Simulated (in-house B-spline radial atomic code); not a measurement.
Pr⁶⁺: [Kr] 4d10 5s2 5p4 8f1 (an excited or competing configuration)

Computed with a B-spline radial code for spherical atoms: Dirac-Hartree-Fock, average of configuration, Fermi nucleus of rms radius 4.8919 fm.

Z_r = [3n² - l(l+1)]/(2<r>); Z_e = n√(-2ε); the last column is Slater's effective charge. Values are occupation-weighted means over j. An effective charge above Z reflects the relativistic contraction of the inner shells.

| shell | electrons | ε (eV) | <r> (bohr) | Z_r | Z_e | Slater |
| --- | --- | --- | --- | --- | --- | --- |
| 1s | 2 | -42336 | 0.02409 | 62.27 | 55.78 | 58.70 |
| 2s | 2 | -7011.5 | 0.1025 | 58.55 | 45.40 | 54.85 |
| 2p | 6 | -6292.4 | 0.09034 | 55.35 | 43.01 | 54.85 |
| 3s | 2 | -1647.4 | 0.2708 | 49.84 | 33.01 | 47.75 |
| 3p | 6 | -1412.7 | 0.269 | 46.47 | 30.57 | 47.75 |
| 3d | 10 | -1075.6 | 0.2468 | 42.54 | 26.67 | 37.85 |
| 4s | 2 | -432.73 | 0.6159 | 38.97 | 22.56 | 31.25 |
| 4p | 6 | -351.72 | 0.6498 | 35.40 | 20.34 | 31.25 |
| 4d | 10 | -230.53 | 0.7066 | 29.72 | 16.47 | 19.85 |
| 5s | 2 | -133.02 | 1.363 | 27.51 | 15.63 | 13.95 |
| 5p | 4 | -108.74 | 1.492 | 24.46 | 14.14 | 13.95 |
| 8f | 1 | -13.085 | 10.08 | 8.93 | 7.85 | 7.00 |

The least bound orbital is 8f7/2 at -13.08 eV, and it is also the most diffuse (<r> = 10.08 bohr).

Spin-orbit splittings of the orbital energies (j = l + 1/2 above j = l - 1/2 when positive): 2p 483.6 eV, 3p 97.99 eV, 3d 20.79 eV, 4p 21.88 eV, 4d 3.966 eV, 5p 4.376 eV, 8f 0.0111 eV.

For the 1s electron the small component carries 4.78 % of the norm, the zero-frequency Breit interaction raises the level by 115.8 eV, self-energy by 67.9 eV, and vacuum polarisation lowers it by 10.27 eV.

The density falls to 0.001 bohr⁻³ at 2.943 bohr; Σ<r²> = 139.55 bohr² gives, by the non-relativistic formula and without the paramagnetism of open shells, a Langevin diamagnetic susceptibility of -110.5×10⁻⁶ cm³/mol.
